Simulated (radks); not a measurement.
Neutral antimony inside a hard spherical wall (all orbitals vanish at R), configuration held at [Kr] 4d10 5s2 5p3 and not refilled when levels cross. All-electron calculation, scalar-relativistic Kohn-Sham, LDA (Slater exchange, Perdew-Wang correlation), spin-polarised, spherical densities, point nucleus; open shells are filled with parallel spins first (spin-orbit coupling, left out, can overturn this in heavy ions). Program: a radial shooting solver on a logarithmic mesh with Libxc functionals. Eigenvalues in eV for spin up, with the zero of energy where the potential of the charges vanishes at infinity; a dash marks a level that is unbound or too diffuse for the functional's potential to be trusted. A positive occupied level is held by the wall or, in an anion where self-interaction has pushed it up, behind a barrier. The pressure on the wall is -dE/dV.

R (bohr) = free: E (hartree) -6476.01037; kinetic (hartree) 6771.561; e(4p) -101.44; e(4d) -33.467; e(5s) -13.593; e(5p) -5.520; e(6s, empty) -0.541; e(5d, empty) -; pressure (GPa) 0
R (bohr) = 15: E (hartree) -6476.01037; kinetic (hartree) 6771.561; e(4p) -101.44; e(4d) -33.467; e(5s) -13.593; e(5p) -5.520; e(6s, empty) -0.482; e(5d, empty) 0.898; pressure (GPa) < 0.0001
R (bohr) = 10: E (hartree) -6476.01013; kinetic (hartree) 6771.564; e(4p) -101.42; e(4d) -33.446; e(5s) -13.575; e(5p) -5.503; e(6s, empty) 0.066; e(5d, empty) 1.515; pressure (GPa) 0.00705
R (bohr) = 7: E (hartree) -6475.99991; kinetic (hartree) 6771.642; e(4p) -100.97; e(4d) -33.001; e(5s) -13.232; e(5p) -5.132; e(6s, empty) 2.842; e(5d, empty) 3.290; pressure (GPa) 0.629
R (bohr) = 6: E (hartree) -6475.97319; kinetic (hartree) 6771.808; e(4p) -100.23; e(4d) -32.283; e(5s) -12.686; e(5p) -4.484; e(6s, empty) 6.075; e(5d, empty) 5.053; pressure (GPa) 3.09
R (bohr) = 5: E (hartree) -6475.87394; kinetic (hartree) 6772.329; e(4p) -98.459; e(4d) -30.566; e(5s) -11.327; e(5p) -2.751; e(6s, empty) 13.339; e(5d, empty) 8.764; pressure (GPa) 16.9
R (bohr) = 4: E (hartree) -6475.47398; kinetic (hartree) 6774.093; e(4p) -94.275; e(4d) -26.558; e(5s) -7.580; e(5p) 2.201; e(6s, empty) 31.414; e(5d, empty) 17.659; pressure (GPa) 112
R (bohr) = 3: E (hartree) -6473.55375; kinetic (hartree) 6781.413; e(4p) -83.745; e(4d) -16.578; e(5s) 5.515; e(5p) 19.045; e(6s, empty) 84.488; e(5d, empty) 43.563; pressure (GPa) 1060
R (bohr) = 2.5: E (hartree) -6470.06851; kinetic (hartree) 6793.961; e(4p) -71.740; e(4d) -4.905; e(5s) 25.508; e(5p) 43.504; e(6s, empty) 151.72; e(5d, empty) 76.670; pressure (GPa) 4210
R (bohr) = 2: E (hartree) -6459.32543; kinetic (hartree) 6830.904; e(4p) -46.569; e(4d) 21.329; e(5s) 79.590; e(5p) 106.03; e(6s, empty) 302.10; e(5d, empty) 151.80; pressure (GPa) 22100
